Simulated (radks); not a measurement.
Isoelectronic series with 45 electrons, all held in the configuration [Kr] 4d8 5s1, which need not be the ground one along the series. Method: scalar-relativistic Kohn-Sham, PBE, spin-polarised, spherical densities, finite nucleus; open shells are filled with parallel spins first (spin-orbit coupling, left out, can overturn this in heavy ions); Fermi nuclear charge, rms radius of each element as measured or else 0.836 A^(1/3) + 0.57 fm; computed with a radial shooting solver on a logarithmic mesh with Libxc functionals. Total energies (hartree) and mean radii <r> (bohr) (* marks an orbital that is empty in some or all of the ions):

ion    E (hartree)  5s down*   5s up  4d down
Rh     -4784.06951     3.373   3.239    1.598
Cd3+   -5591.66707     2.224   2.206    1.166
Sb6+   -6470.88000     1.768   1.762   0.9577
Xe9+   -7422.49456     1.491   1.488   0.8227
La12+   -8447.6254     1.298   1.296   0.7249
Nd15+   -9547.5878     1.153   1.152   0.6498
Eu18+  -10723.8420     1.038   1.038   0.5897
Dy21+  -11978.1117    0.9452  0.9448   0.5403
Tm24+  -13312.2997    0.8676  0.8673   0.4989
